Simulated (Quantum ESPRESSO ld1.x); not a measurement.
Question: These are the eigenvalues of the occupied orbitals of an atom or ion with whole-number occupations (hartree). Calculated with ld1.x of Quantum ESPRESSO 7.5: scalar-relativistic Kohn-Sham, LDA (Slater exchange, VWN5 correlation), spin-polarised, spherical densities, point nucleus.

1s up: -3397.99
1s down: -3397.98
2s up: -666.457
2s down: -666.277
2p up: -580.016
2p down: -579.861
3s up: -211.130
3s down: -211.008
3p up: -186.361
3p down: -186.231
3d up: -161.945
3d down: -161.780
4s up: -92.7947
4s down: -92.3921
4p up: -83.8178
4p down: -83.4225
4d up: -74.2448
4d down: -73.8481

Which element is it, and in what charge state? The configuration may be excited. Open shells, if any, are filled with parallel spins first.

Answer: Z = 83, bismuth, charge +41: Bi41+ in [Kr] 4d6. The list shows which subshells hold electrons but not how many an open one holds; the 1s level, -3398 hartree, gives Z - s = 82.4 by -(Z - s)^2/2, which with screening and relativity narrows Z to a few neighbours, and the depths of the outer levels then fix element, charge and occupations together.
